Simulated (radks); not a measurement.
Q: Dipole-allowed excitations along the series with 29 electrons in [Ar] 3d10 4s1. All-electron calculation, scalar-relativistic Kohn-Sham, LB94 model potential, spin-polarised, spherical densities, finite nucleus; open shells are filled with parallel spins first (spin-orbit coupling, left out, can overturn this in heavy ions); Fermi nuclear charge, rms radius of each element as measured or else 0.836 A^(1/3) + 0.57 fm. Program: a radial shooting solver on a logarithmic mesh with Libxc functionals. Time-dependent linear response with the Hartree and adiabatic LDA kernel, continuum included through the Sternheimer equations, no spin-orbit coupling, so fine structure and intercombination lines are absent. Lines are the poles of the dipole polarisability below minus the highest occupied eigenvalue, found on a grid refined at the orbital gaps; the lowest seven at most are given, and weak or close lines can be missed. The first line takes the name of the lowest orbital gap if no other gap lies below it; otherwise a line is named after a gap within 0.6 % of it, if that gap stands alone.

| species | -e(HOMO) (eV) | lowest orbital gap (eV) | first line (eV) | f | static alpha (bohr^3) |
|---|---|---|---|---|---|
| Cd19+ | 555.18 | 4s-4p 46.992 | 49.660 (4s-4p) | 0.611 | 0.2105 |
| In20+ | 602.69 | 4s-4p 49.779 | 52.561 (4s-4p) | 0.605 | 0.1859 |
| Sn21+ | 652.10 | 4s-4p 52.660 | 55.561 (4s-4p) | 0.600 | 0.1647 |
| Te23+ | 756.62 | 4s-4p 58.734 | 61.868 (4s-4p) | 0.591 | 0.1307 |
| I24+ | 811.75 | 4s-4p 61.938 | 65.191 (4s-4p) | 0.587 | 0.1169 |

Estimate the first line of Sb22+, its oscillator strength and the static polarisability.

A: 58.660 eV (4s-4p), f = 0.595, alpha = 0.1465 bohr^3.
